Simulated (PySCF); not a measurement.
# Frontier orbitals and the lowest excitations

Compound: C2H9FO2Si2.
Cartesian coordinates in Å at the GFN2-xTB level; atoms count from 1:
```
atom  x, y, z in Å
C1    -3.2205   -0.2517    0.5068
O2    -1.8419   -0.1825    0.3034
Si3   -1.0184   -0.1637   -1.0857
O4     0.5310   -0.0358   -0.6421
Si5    1.7764   -0.4663    0.2962
C6     3.0527    0.9376    0.0341
F7     4.2176    0.6670    0.7284
H8    -3.6289   -1.1787    0.0976
H9    -3.7271    0.5907    0.0301
H10   -3.4038   -0.2216    1.5812
H11   -1.1955   -1.4090   -1.8292
H12   -1.2781    1.0351   -1.8761
H13    2.3014   -1.7370   -0.2021
H14    1.3837   -0.5366    1.7010
H15    3.3432    1.0552   -1.0136
H16    2.7005    1.9062    0.4002
```

Theory: PySCF 2.14.0, density-fitted response routines, TDDFT CAM-B3LYP/def2-SVPD, vertical, gas phase, core orbitals frozen in the response.

Frontier orbitals with the atoms that hold most of them (Löwdin shares over 4%, at most four atoms; ? is withheld):

| orbital | ε (eV) | atoms |
| --- | --- | --- |
| LUMO+2 | 1.37 | Si5 24%, C6 20%, H15 9%, Si3 8% |
| LUMO+1 | 1.03 | Si3 26%, C1 24%, O2 9%, H8 8% |
| LUMO | 0.93 | ? |
| HOMO | -9.64 | C6 17%, O4 14%, F7 12%, Si5 11% |
| HOMO-1 | -9.90 | ? |
| HOMO-2 | -10.40 | O4 27%, Si5 23%, H14 16%, H13 13% |
| HOMO-3 | -10.66 | O2 52%, C1 16%, H10 9%, Si3 8% |

Task: Which atoms hold the LUMO, and with what shares?

Result: Si5 (bonded to C, O and 2 H) 21%; Si3 (bonded to 2 O and 2 H) 17%; O4 (bonded to 2 Si) 8%; H13 (bonded to Si) 8%. By element: silicon 38%, oxygen 8% or more, hydrogen 8% or more.

Task: Which atoms hold the HOMO-1, and with what shares?

Result: O2 (bonded to C and Si) 34%; C6 (bonded to F, Si and 2 H) 11%; F7 (bonded to C) 9%; Si3 (bonded to 2 O and 2 H) 8%.

Task: How does S1 compare with the orbital gap of 10.57 eV?

Result: S1 is at 7.15 eV (f = 0.014), 3.42 eV below the gap, made of HOMO→LUMO (71%), HOMO-1→LUMO (9%). 

Task: Give energy, strength and leading configuration of S1 and S4, and follow the Löwdin shares of the leading atoms from the occupied to the empty orbital.

Result: 
- S1 (7.15 eV, f 0.014), HOMO→LUMO (71%): C6 17% → at most 8%, O4 14% → 8%, Si5 11% → 21%, Si3 at most 12% → 17%
- S4 (7.88 eV, f 0.0020), HOMO-2→LUMO (73%): O4 27% → 8%, Si5 23% → 21%, Si3 at most 14% → 17%

Löwdin shares depend on the basis, the more so with diffuse functions.

On Arm Neoverse N1, one thread (shared host), this took 1.8 min wall and 1.0 GiB of memory at its peak.

One conformer stands for the species.

Without π bonds the low states are Rydberg-like; a valence basis with one diffuse set may place them up to an eV too high.
